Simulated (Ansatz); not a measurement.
Cl2Sn, charge +1, doublet, at a GFN2-xTB geometry (such geometries of metal compounds can be far from the true shape) (a state made from the parent by changing its charge; the spin is typed, not shown lowest) (all electrons, no relativity); LC-WPBE/3-21G run with Ansatz (a first-principles code).

Ansatz was given this input:
Ansatz 0.2 input:
```yaml
crystal:
  periodic: [false, false, false]
  atoms:
    - {symbol: Sn, position_ang: [0.00755256, -0.00709993, 0.44602132]}
    - {symbol: Cl, position_ang: [1.31419946, 1.64977004, -0.65225992]}
    - {symbol: Cl, position_ang: [-1.33641287, -1.62888789, -0.65956749]}
basis:
  gaussian:
    orbitals: 3-21G.json
hamiltonian:
  xc: lc_wpbe
total_charge: 1
magnetization: {spin_polarized: true, initial_magnetization: 1}
```
The basis file holds 3-21G in the JSON format of the Basis Set Exchange.

Q: Write the output that Ansatz gives for this input, abridged.

A: 
```
Functional definition: LC-wPBE
683 factors; integrals over basis functions are off by at most 2.4e-4 eV
171 factors; integrals over basis functions are off by at most 2.3e-5 eV
mean field evaluation 1: about -188135.7609 eV, gradient 2.5e1 eV
mean field evaluation 2: about -188137.2902 eV, gradient 2.3e1 eV
mean field evaluation 4: about -188140.4437 eV, gradient 5.3e-1 eV
mean field evaluation 8: about -188140.4601 eV, gradient 1.2e-2 eV
mean field evaluation 16: about -188140.4601 eV, gradient 5.6e-5 eV
mean field -188140.46008575 eV, -6914.0343819673 hartree, gradient 5.4e-5 eV, S^2 0.769060; 0 other end points of the search recorded, 0 dependent functions left out
reference -188140.46008576 eV, -6914.0343819675 hartree; 42, 41 occupied and 17, 18 virtual orbitals, 683 factors
Total energy: -188140.46008576 eV, -6914.0343819675 hartree
```
